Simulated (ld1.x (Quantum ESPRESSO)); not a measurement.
BP86 PAW dataset for thallium, fully relativistic all-electron reference.

ld1.x (Quantum ESPRESSO) 7.5 input, shortened:

```
&input
   title='Tl', zed=81., rel=2, dft='BP', iswitch=3,
   config='[Xe] 4f14 5d10 6s2 6p0.75', rel_dist='average'
 /
 &inputp
   pseudotype=3, lpaw=.true., tm=.true., lloc=-1, rcloc=2.10,
   nlcc=.false.,
   which_augfun='PSQ', rmatch_augfun_nc=.true.
 /
6
6S  1  0   2.00   0.00  1.45  1.95  0.0
6S  1  0   0.00   0.85  1.45  1.95  0.0
6P  2  1   0.75   0.00  2.10  2.70  0.0
6P  2  1   0.00   1.50  2.10  2.70  0.0
5D  3  2  10.00   0.00  1.20  1.50  0.0
5D  3  2   0.00   2.60  1.20  1.50  0.0
 &test
   configts(1)='5d10 6s2 6p0.75'
 /
```

Open shells are filled in proportion to 2j + 1 (rel_dist='average').

All-electron outer shells of the reference configuration (BP86, scalar-relativistic, ld1.x):

```json
{"shell": "4f", "level (eV)": "-115.83", "outermost node (bohr)": "–", "outermost maximum (bohr)": "0.36"}
{"shell": "5p", "level (eV)": "-77.86", "outermost node (bohr)": "0.49", "outermost maximum (bohr)": "0.90"}
{"shell": "5d", "level (eV)": "-17.22", "outermost node (bohr)": "0.53", "outermost maximum (bohr)": "1.11"}
{"shell": "6s", "level (eV)": "-11.27", "outermost node (bohr)": "1.04", "outermost maximum (bohr)": "2.08"}
{"shell": "6p", "level (eV)": "-3.84", "outermost node (bohr)": "1.23", "outermost maximum (bohr)": "2.84"}
```

Task: Does the generator finish with these settings?

Result: Yes, a potential is produced.

Task: Tests: 5d10 6s2 6p1; 5d10 6s2 6p0; 5d10 6s1 6p0; 5d10 6s0 6p3; 5d10 6s2 6p0.5; 5d10 6s1 6p1; 5d9 6s2 6p1. Which has the largest error in its energy relative to the reference configuration, and how large is it?

Result: 5d9 6s2 6p1, with -45 meV (all-electron minus pseudo) on +20.49 eV.

The ghost test of this file was not conclusive.
